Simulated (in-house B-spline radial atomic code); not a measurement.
## Response and correlation of Hf⁶⁸⁺

Closed shell [He] 2s2. Computed with an all-electron radial atomic-structure program (B-spline basis): Dirac-Hartree-Fock, relativistic RPA (time-dependent Dirac-Hartree-Fock) for the response and second-order many-body perturbation theory for correlation, no-pair Dirac-Coulomb Hamiltonian, finite nucleus.

```json
{"multipole (bohr³, bohr⁵, bohr⁷)": "dipole", "uncoupled": "0.00017661", "coupled RPA": "?"}
{"multipole (bohr³, bohr⁵, bohr⁷)": "quadrupole", "uncoupled": "1.5445e-07", "coupled RPA": "1.569e-07"}
{"multipole (bohr³, bohr⁵, bohr⁷)": "octupole", "uncoupled": "1.4093e-09", "coupled RPA": "1.4247e-09"}
```

Problem. What is the coupled dipole polarisability?

Solution. 0.00026392 atomic units, +49 % against the uncoupled value.

Problem. Which subshells carry the dipole polarisability?

Solution. 2s1/2 100.0 %, 1s1/2 0.0 %.

Problem. What does the dipole shielding factor come to?

Solution. The dipole shielding factor is 0.055, against the exact N/Z = 4/72 = 0.056 of the non-relativistic theorem.

Dipole polarisability at imaginary frequency:

```
u (Eh)  α(iu) (bohr³)
     0      0.0002639
  28.7      7.761e-05
    86      3.103e-05
   172      1.344e-05
   287      7.485e-06
   573      3.326e-06
  1150      1.279e-06
  2870      3.134e-07
```

Problem. What dispersion coefficients follow for two such ions (the dispersion part alone)?

Solution. C6 = (3/π)∫α(iu)²du = 7.839e-07 hartree·bohr⁶ and C8 = 7.597e-09 hartree·bohr⁸.

Lowest J = 1 odd-parity excitations:

| energy (eV) | oscillator strength | leading channel | weight |
| --- | --- | --- | --- |
| 182.36 | 0.00809 | 2s1/2 → p1/2 | 0.998 |
| 1566.3 | 0.257 | 2s1/2 → p3/2 | 0.998 |
| 10407 | 0.26 | 2s1/2 → p1/2 | 1.0 |
| 10802 | 0.377 | 2s1/2 → p3/2 | 1.0 |
| 13893 | 0.0609 | 2s1/2 → p1/2 | 1.0 |
| 14057 | 0.104 | 2s1/2 → p3/2 | 1.0 |
| 15478 | 0.0246 | 2s1/2 → p1/2 | 1.0 |
| 15561 | 0.0443 | 2s1/2 → p3/2 | 1.0 |

Second-order correlation energy by the highest angular momentum of the excited pair (hartree): s -0.02242, p -0.2549, d -0.01122, f -0.002901, g -0.001072, h -0.0004794, i -0.0002471, k -0.00014.

Problem. What is the second-order correlation energy at the partial-wave limit?

Solution. The listed waves sum to -0.29334 hartree; extrapolating the increments as (l + 1/2)⁻⁴ gives -0.29363 hartree, -2 eV per electron.
